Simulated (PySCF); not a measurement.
C5H12BP.
Atom-mapped SMILES: `[BH3-:1][P@@H+:2]1[CH2:3][CH:4]=[C:5]([CH3:6])[CH2:7]1` (hydrogens: H8, H9, H10 on B1; H11 on P2; H12, H13 on C3; H14 on C4; H15, H16, H17 on C6; H18, H19 on C7)

The calculation used TDDFT PBE0/def2-SVPD, vertical, gas phase, core orbitals frozen in the response (PySCF). Geometry: GFN2-xTB, one conformer, isolated molecule.

Computed states:

```csv
state,E (eV),f
S1,6.44,0.022
S2,6.61,0.057
S3,7.07,0.010
S4,7.10,0.028
S5,7.17,0.045
S6,7.25,0.0074
S7,7.37,0.0063
S8,7.44,0.030
```

Broadening: Gaussians 0.4 eV wide at half height, area fixed by f = 4.319×10⁻⁹ ∫ε dν̃. The width is an assumption, not a result. The curve ends short of the highest state used, and states not computed would add to its high-energy end.

**Question.** What does the envelope look like, and where are its maxima?

**Answer.** 
```json
{"λ (nm)": "181.1", "ε (L mol⁻¹ cm⁻¹)": "3053"}
{"λ (nm)": "182.2", "ε (L mol⁻¹ cm⁻¹)": "3143"}
{"λ (nm)": "183.3", "ε (L mol⁻¹ cm⁻¹)": "3429"}
{"λ (nm)": "184.4", "ε (L mol⁻¹ cm⁻¹)": "3828"}
{"λ (nm)": "185.4", "ε (L mol⁻¹ cm⁻¹)": "4207"}
{"λ (nm)": "186.5", "ε (L mol⁻¹ cm⁻¹)": "4559"}
{"λ (nm)": "187.6", "ε (L mol⁻¹ cm⁻¹)": "4778"}
{"λ (nm)": "188.7", "ε (L mol⁻¹ cm⁻¹)": "4824"}
{"λ (nm)": "189.8", "ε (L mol⁻¹ cm⁻¹)": "4689"}
{"λ (nm)": "190.8", "ε (L mol⁻¹ cm⁻¹)": "4426"}
{"λ (nm)": "191.9", "ε (L mol⁻¹ cm⁻¹)": "4014"}
{"λ (nm)": "193.0", "ε (L mol⁻¹ cm⁻¹)": "3519"}
{"λ (nm)": "194.1", "ε (L mol⁻¹ cm⁻¹)": "2987"}
{"λ (nm)": "195.2", "ε (L mol⁻¹ cm⁻¹)": "2458"}
{"λ (nm)": "196.2", "ε (L mol⁻¹ cm⁻¹)": "2005"}
{"λ (nm)": "197.3", "ε (L mol⁻¹ cm⁻¹)": "1559"}
{"λ (nm)": "198.4", "ε (L mol⁻¹ cm⁻¹)": "1178"}
{"λ (nm)": "199.5", "ε (L mol⁻¹ cm⁻¹)": "865"}
{"λ (nm)": "200.5", "ε (L mol⁻¹ cm⁻¹)": "637"}
{"λ (nm)": "201.6", "ε (L mol⁻¹ cm⁻¹)": "443"}
{"λ (nm)": "202.7", "ε (L mol⁻¹ cm⁻¹)": "300"}
{"λ (nm)": "203.8", "ε (L mol⁻¹ cm⁻¹)": "197"}
{"λ (nm)": "204.9", "ε (L mol⁻¹ cm⁻¹)": "126"}
{"λ (nm)": "205.9", "ε (L mol⁻¹ cm⁻¹)": "82"}
{"λ (nm)": "207.0", "ε (L mol⁻¹ cm⁻¹)": "50"}
{"λ (nm)": "208.1", "ε (L mol⁻¹ cm⁻¹)": "30"}
{"λ (nm)": "209.2", "ε (L mol⁻¹ cm⁻¹)": "17"}
{"λ (nm)": "210.3", "ε (L mol⁻¹ cm⁻¹)": "10"}
{"λ (nm)": "211.3", "ε (L mol⁻¹ cm⁻¹)": "6"}
{"λ (nm)": "212.4", "ε (L mol⁻¹ cm⁻¹)": "3"}
```

Maxima: 188 nm (6.58 eV), ε about 4800, made up of S1 (21%) and S2 (78%) (ε in L mol⁻¹ cm⁻¹; maxima over ε = 5, shares over 10%). At its high-energy end, 6.84 eV, the curve is still rising (ε about 3100, from S2, S4 and S5).

**Question.** Coming from long wavelengths, where does ε first pass 100 L mol⁻¹ cm⁻¹?

**Answer.** At about 205 nm (6.03 eV), 0.40 eV below S1.

**Question.** On this curve, what absorbance would a 10⁻³ mol/L sample give at 193 nm over a 1 cm path?

**Answer.** 193 nm is 6.424 eV, where ε is about 3500 L mol⁻¹ cm⁻¹, so A = ε c l ≈ 3.5 (Beer–Lambert, with the gas-phase spectrum and the assumed width).

**Question.** What would ε be at 6.58 eV, the highest of these maxima, with half the width (0.2 eV)?

**Answer.** About 7810 L mol⁻¹ cm⁻¹ against 4830, a factor of about 1.6; a lone state at its own centre would give exactly 2.
